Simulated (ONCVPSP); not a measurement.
Scattering properties, ONCV potential for Rh (Z = 45)

| Item | Value |
| --- | --- |
| Element | rhodium (Rh) |
| Generator | ONCVPSP 4.0.1 |
| Type | optimised norm-conserving Vanderbilt (ONCV) |
| Functional | LDA (Perdew-Zunger) |
| Relativity | scalar-relativistic |
| Frozen core | [Ar] 3d10 4s2 |
| Valence charge | 15 |
| Reference configuration | 4p6 4d8 5p1 |
| Partial waves | s scattering state at 0.08 Ha: rc 1.95 bohr, ncon 3, nbas 6, qcut 3.7 1/bohr, 3 projectors, debl 3.1 Ha; 4p+5p: rc 1.80 bohr, ncon 3, nbas 7, qcut 9.2 1/bohr, 2 projectors; 4d: rc 1.90 bohr, ncon 3, nbas 7, qcut 8.9 1/bohr, 2 projectors, debl 0.8 Ha |
| Local potential | polynomial inside 1.40 bohr (lpopt 3, dvloc0 3 Ha) |
| Core correction | Teter function, fcfact 1.75, rcfact 1.05 |

In the s channel the program set the typed energies aside and used 0.050, 3.150, 6.250 Ha.

The phase is arctan(r·R′/R) of the radial function R(r), unwrapped; energies in Ha, scanned from -3 to 5 Ha. A pole is an energy at which the radial function vanishes at the test radius. The pseudo phase is shifted by a multiple of π to meet the all-electron one at the reference energy, and phase errors are pseudo minus all-electron; the curves can meet again beyond the range given. Levels narrower than the energy grid can be missing from the lists of poles.

**Question.** For each channel, where are the poles, and over which energies does the pseudopotential scatter like the atom?

**Answer.**

```tsv
channel	radius (bohr)	reference energy (Ha)	poles, all-electron	poles, pseudo	unbroken range about the reference energy with phases within 0.05 rad	phase error 1 Ha above the reference energy (rad)
s	1.98	0.05	3.28	3.28	above -2.3	-0.002
p	1.83	-0.07	-1.61	-1.61	the whole range	-0.000
d	1.93	-0.29	0.32	0.32	the whole range	+0.000
```

Note: ghosts flagged at negative energy: s at -350.8 eV (a further GHOST(-) flag falls on a real empty level of the atom); GHOST(+) flagged for s at 188.0 eV. A true bound ghost makes a file unfit for plane-wave use.

Phases in the d channel:

```json
{"E (Ha)": "-2.98", "all-electron": "1.284", "pseudo": "1.284"}
{"E (Ha)": "-2.76", "all-electron": "1.267", "pseudo": "1.267"}
{"E (Ha)": "-2.54", "all-electron": "1.247", "pseudo": "1.247"}
{"E (Ha)": "-2.32", "all-electron": "1.222", "pseudo": "1.222"}
{"E (Ha)": "-2.10", "all-electron": "1.190", "pseudo": "1.190"}
{"E (Ha)": "-1.88", "all-electron": "1.149", "pseudo": "1.149"}
{"E (Ha)": "-1.66", "all-electron": "1.093", "pseudo": "1.093"}
{"E (Ha)": "-1.44", "all-electron": "1.010", "pseudo": "1.011"}
{"E (Ha)": "-1.22", "all-electron": "0.878", "pseudo": "0.878"}
{"E (Ha)": "-1.00", "all-electron": "0.635", "pseudo": "0.635"}
{"E (Ha)": "-0.78", "all-electron": "0.148", "pseudo": "0.148"}
{"E (Ha)": "-0.56", "all-electron": "-0.574", "pseudo": "-0.574"}
{"E (Ha)": "-0.34", "all-electron": "-1.075", "pseudo": "-1.075"}
{"E (Ha)": "-0.12", "all-electron": "-1.330", "pseudo": "-1.330"}
{"E (Ha)": "0.10", "all-electron": "-1.474", "pseudo": "-1.474"}
{"E (Ha)": "0.32", "all-electron": "-1.571", "pseudo": "-1.571"}
{"E (Ha)": "0.54", "all-electron": "-1.645", "pseudo": "-1.645"}
{"E (Ha)": "0.76", "all-electron": "-1.711", "pseudo": "-1.711"}
{"E (Ha)": "0.98", "all-electron": "-1.775", "pseudo": "-1.775"}
{"E (Ha)": "1.20", "all-electron": "-1.845", "pseudo": "-1.845"}
{"E (Ha)": "1.42", "all-electron": "-1.929", "pseudo": "-1.929"}
{"E (Ha)": "1.64", "all-electron": "-2.042", "pseudo": "-2.042"}
{"E (Ha)": "1.86", "all-electron": "-2.207", "pseudo": "-2.207"}
{"E (Ha)": "2.08", "all-electron": "-2.472", "pseudo": "-2.470"}
{"E (Ha)": "2.30", "all-electron": "-2.894", "pseudo": "-2.891"}
{"E (Ha)": "2.52", "all-electron": "-3.418", "pseudo": "-3.414"}
{"E (Ha)": "2.74", "all-electron": "-3.836", "pseudo": "-3.832"}
{"E (Ha)": "2.96", "all-electron": "-4.094", "pseudo": "-4.092"}
{"E (Ha)": "3.18", "all-electron": "-4.253", "pseudo": "-4.251"}
{"E (Ha)": "3.40", "all-electron": "-4.356", "pseudo": "-4.354"}
{"E (Ha)": "3.62", "all-electron": "-4.429", "pseudo": "-4.427"}
{"E (Ha)": "3.84", "all-electron": "-4.483", "pseudo": "-4.481"}
{"E (Ha)": "4.06", "all-electron": "-4.524", "pseudo": "-4.522"}
{"E (Ha)": "4.28", "all-electron": "-4.558", "pseudo": "-4.556"}
{"E (Ha)": "4.50", "all-electron": "-4.585", "pseudo": "-4.584"}
{"E (Ha)": "4.72", "all-electron": "-4.609", "pseudo": "-4.607"}
{"E (Ha)": "4.94", "all-electron": "-4.630", "pseudo": "-4.628"}
```
